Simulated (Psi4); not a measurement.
CrF$_{2}$O$_{2}$ (SMILES [O]=[Cr](=[O])([F])[F]), singlet, geometry from GFN2-xTB (such geometries of metal compounds can be far from the true shape); Psi4 with B3LYP/pcseg-1.

The Psi4 input:
```
memory 2 GB

molecule {
0 1
Cr    0.05209847   -0.00918190    0.01711959
O     1.23511899   -0.33445517   -0.92728600
O     0.50205912    0.02829272    1.49812372
F    -0.56708148    1.48699299   -0.39379254
F    -1.11600608   -1.19036352   -0.15927100
}

set {
  basis pcseg-1
  ints_tolerance 1e-8
}

energy('b3lyp')
print_variables()
```

What the program printed (banner, timings and long lists left out):

```
   => Loading Basis Set <=

    Name: PCSEG-1
    Role: ORBITAL
    Keyword: BASIS

         ---------------------------------------------------------
                                   SCF
               by Justin Turney, Rob Parrish, Andy Simmonett
                          and Daniel G. A. Smith
                              RKS Reference
         ---------------------------------------------------------

  ==> Geometry <==

    Molecular point group: c1
    Full point group: C1

    Geometry (in Angstrom), charge = 0, multiplicity = 1:

       Center              X                  Y                   Z               Mass
    ------------   -----------------  -----------------  -----------------  -----------------
         CR           0.064269177417    -0.011326881630     0.021118891027    51.940506230000
         O            1.247289697417    -0.336600151630    -0.923286698973    15.994914619570
         O            0.514229827417     0.026147738370     1.502123021027    15.994914619570
         F           -0.554910772583     1.484848008370    -0.389793238973    18.998403162730
         F           -1.103835372583    -1.192508501630    -0.155271698973    18.998403162730

  Running in c1 symmetry.

  Rotational constants: A =      0.15231  B =      0.13609  C =      0.12992 [cm^-1]
  Rotational constants: A =   4566.25714  B =   4079.80842  C =   3894.77519 [MHz]
  Nuclear repulsion =  355.172805829559024

  Charge       = 0
  Multiplicity = 1
  Electrons    = 58
  Nalpha       = 29
  Nbeta        = 29

  ==> Algorithm <==

  SCF Algorithm Type is DF.
  DIIS enabled.
  MOM disabled.
  Fractional occupation disabled.
  Guess Type is SAD.
  Energy threshold   = 1.00e-06
  Density threshold  = 1.00e-06
  Integral threshold = 1.00e-08

  ==> Primary Basis <==

  Basis Set: PCSEG-1
    Blend: PCSEG-1
    Number of shells: 35
    Number of basis functions: 87
    Number of Cartesian functions: 96
    Spherical Harmonics?: true
    Max angular momentum: 3

  ==> DFT Potential <==

   => LibXC <=

    Version 7.1.2
    S. Lehtola, C. Steigemann, M. J. T. Oliveira, and M. A. L. Marques,  SoftwareX 7, 1–5 (2018) (10.1016/j.softx.2017.11.002)

   => Composite Functional: B3LYP <=

    B3LYP Hyb-GGA Exchange-Correlation Functional

    P. J. Stephens, F. J. Devlin, C. F. Chabalowski, and M. J. Frisch,  J. Phys. Chem. 98, 11623 (1994) (10.1021/j100096a001)

    Deriv               =              1
    GGA                 =           TRUE
[...]
   @DF-RKS iter   7: -1394.50654751261504   -1.49198e-03   7.07239e-05 DIIS
   @DF-RKS iter   8: -1394.50655992285556   -1.24102e-05   8.75431e-06 DIIS
   @DF-RKS iter   9: -1394.50656022043381   -2.97578e-07   2.95510e-06 DIIS
   @DF-RKS iter  10: -1394.50656019556595    2.48679e-08   4.62291e-06 DIIS
   @DF-RKS iter  11: -1394.50656024962836   -5.40624e-08   1.92416e-06 DIIS
   @DF-RKS iter  12: -1394.50656025890635   -9.27798e-09   2.66374e-07 DIIS
  Energy and wave function converged.

  ==> Post-Iterations <==

   Electrons on quadrature grid:
      Ntotal   =   58.0002524279 ; deviation = 2.524e-04

    Orbital Energies [Eh]
    ---------------------

    Doubly Occupied:

[...]
    Virtual:

[...]
      87A      3.573563

    Final Occupation by Irrep:
              A
    DOCC [    29 ]
    NA   [    29 ]
    NB   [    29 ]

  @DF-RKS Final Energy: -1394.50656025890635

   => Energetics <=

    Nuclear Repulsion Energy =            355.1728058295590245
    One-Electron Energy =               -2625.5761391118562642
    Two-Electron Energy =                 945.7141548309363088
    DFT Exchange-Correlation Energy =     -69.8173818075453738
    Empirical Dispersion Energy =           0.0000000000000000
    VV10 Nonlocal Energy =                  0.0000000000000000
    Total Energy =                      -1394.5065602589063474

Computation Completed

Properties will be evaluated at   0.000000,   0.000000,   0.000000 [a0]

Properties computed using the SCF density matrix

 Multipole Moments:

 ------------------------------------------------------------------------------------
     Multipole            Electronic (a.u.)      Nuclear  (a.u.)        Total (a.u.)
 ------------------------------------------------------------------------------------

 L = 1.  Multiply by 2.5417464519 to convert [e a0] to [Debye]
 Dipole X            :         -1.4056483            1.3339598           -0.0716884
 Dipole Y            :          0.2477299           -0.2350988            0.0126312
 Dipole Z            :         -0.4618963            0.4383400           -0.0235564
 Magnitude           :                                                    0.0765093

 ------------------------------------------------------------------------------------

  Variable Map:
  ----------------------------------------------------------------------------
[...]
  Array Variable Map:
  ----------------------------------------------------------------------------
[...]
[...]
```
